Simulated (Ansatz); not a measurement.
Reaction: GeH3SeF (SMILES F[Se][GeH3]) → GeH2SeF (SMILES F[Se][GeH2], doublet) + H (doublet) (the Ge-H bond breaks)
Each species at its own B3LYP-D3(BJ)/def2-TZVP minimum (Ansatz, a quantum-chemistry and plane-wave program).

Wanted: bond dissociation energy (electronic), in kJ/mol. Open shells are spin-unrestricted; no spin-orbit coupling. Correlated methods leave the cores frozen (noble-gas shells, and filled d and f shells in the p block). No relativity. CBS(X,Y): correlation extrapolated as X^-3, Hartree-Fock from the larger set. A bracket is a step between two methods taken in the basis named. Double hybrids freeze cores in their MP2 part. Where a partner has so few electrons that a lower coupled-cluster level is exact, that level stands in.

CCSD(T)/CBS(cc-pVTZ,cc-pVQZ) + [CCSDT(Q) - CCSD(T)]/cc-pVDZ (Ansatz) gives 358.1 kJ/mol.

Task: How far off this value is PBE/def2-TZVPD (Ansatz), in which direction, and how far these levels: B3LYP/def2-TZVPD, PBE0/def2-TZVPD, wB97M-V/def2-TZVPD, B2PLYP/def2-TZVPD, CCSD(T)/CBS(cc-pVTZ,cc-pVQZ)?

Result: PBE gives 329.1 kJ/mol, 29.0 kJ/mol below it. Differences of the others: B3LYP/def2-TZVPD (Ansatz) -13.4; PBE0/def2-TZVPD (Ansatz) -18.3; wB97M-V/def2-TZVPD (Ansatz) -3.7; B2PLYP/def2-TZVPD (Ansatz) -11.3; CCSD(T)/CBS(cc-pVTZ,cc-pVQZ) (Ansatz) 0.9 kJ/mol.
